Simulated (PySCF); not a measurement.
AlH₃, SMILES [AlH3].

Geometry optimised at B3LYP-D3(BJ)/def2-TZVPD. The isomer is the one that the SMILES or the coordinates give; other isomers of the formula were not compared.

Level of theory: PySCF with r2SCAN/def2-TZVPD.

Symmetry labels are those of the subgroup C2v that the program uses (full group D3h).

Computed valence orbital energies around the gap with their symmetry:
| orbital | symmetry | energy (eV) |
|---|---|---|
| HOMO−7 | A1 | -1517.10 |
| HOMO−6 | A1 | -110.62 |
| HOMO−5 | B2 | -71.02 |
| HOMO−4 | B1 | -70.71 |
| HOMO−3 | A1 | -70.71 |
| HOMO−2 | A1 | -10.62 |
| HOMO−1 | A1 | -7.62 |
| HOMO | B1 | -7.62 |
| LUMO | B2 | -2.13 |
| LUMO+1 | A1 | 0.73 |
| LUMO+2 | A1 | 1.23 |
| LUMO+3 | B1 | 1.24 |
